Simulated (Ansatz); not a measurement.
A structure relaxed at PBE0-D4/def2-TZVPD in Ansatz, charge -1, singlet:

Cartesian coordinates in Å:
```
Cu 0.000 0.000 0.000
F -0.740 -1.546 0.568
F 0.740 1.546 -0.568
```

Problem. Give its formula, name or SMILES and point group.

Solution. [CuF2]- (CuF2⁻). Point group D∞h (tolerance 0.1 Å).

Problem. Summarise the bond lengths by kind (pairs closer than 1.2 times the sum of covalent radii, bridged metal pairs left out).

Solution. 2 × Cu–F 1.81 Å. The metal has 2 neighbours: F 1.81 Å, F 1.81 Å.

The restricted singlet is unstable towards broken spin symmetry in Hartree–Fock (as tested in another run); at PBE0-D4/def2-TZVPD this wasn't settled. The relaxation made no stability test and no search for a lower SCF solution.
